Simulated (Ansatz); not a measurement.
Species: CH3BI2O, net charge 0, singlet state. SMILES: IB(OC)I

Atoms: C1, O2, B3, I4, I5, H6, H7, H8. Bonds: C1-O2, C1-H6, C1-H7, C1-H8, O2-B3, B3-I4, B3-I5.

Bond lengths (Å) and angles (degrees) optimised at HF/6-31G* with LANL2DZ past Ar with Ansatz (a program for electronic structure); B3LYP/LANL2DZ with Ansatz; MP2/6-31G* with LANL2DZ past Ar with Ansatz, each started from the B3LYP-D3(BJ)/def2-TZVP structure (Ansatz) of the last column. A row stands for all coordinates that are equal there; 11 of 14 kinds are shown. 6-31G* holds six Cartesian d functions. No wavenumbers were computed at B3LYP/LANL2DZ, MP2/6-31G* with LANL2DZ past Ar, so these may be saddle points.

```tsv
coordinate	HF/6-31G* with LANL2DZ past Ar	B3LYP/LANL2DZ	MP2/6-31G* with LANL2DZ past Ar	B3LYP-D3(BJ)/def2-TZVP
C1-O2	1.418	1.465	1.439	1.433
C1-H6	1.078	1.091	1.089	1.087
C1-H7	1.080	1.095	1.091	1.089
O2-B3	1.308	1.349	1.340	1.325
B3-I4	2.168	2.163	2.139	2.148
B3-I5	2.184	2.192	2.152	2.164
C1-O2-B3	128.8	130.4	125.3	126.6
O2-B3-I4	117.7	117.7	116.4	117.7
O2-B3-I5	122.7	121.8	122.8	122.7
I4-B3-I5	119.6	120.5	120.8	119.7
O2-C1-H6	106.6	106.3	106.1	106.6
```

Mean signed difference of all 7 bond lengths from B3LYP-D3(BJ)/def2-TZVP: HF/6-31G* with LANL2DZ past Ar -0.003 Å, B3LYP/LANL2DZ 0.016 Å, MP2/6-31G* with LANL2DZ past Ar 0.001 Å.
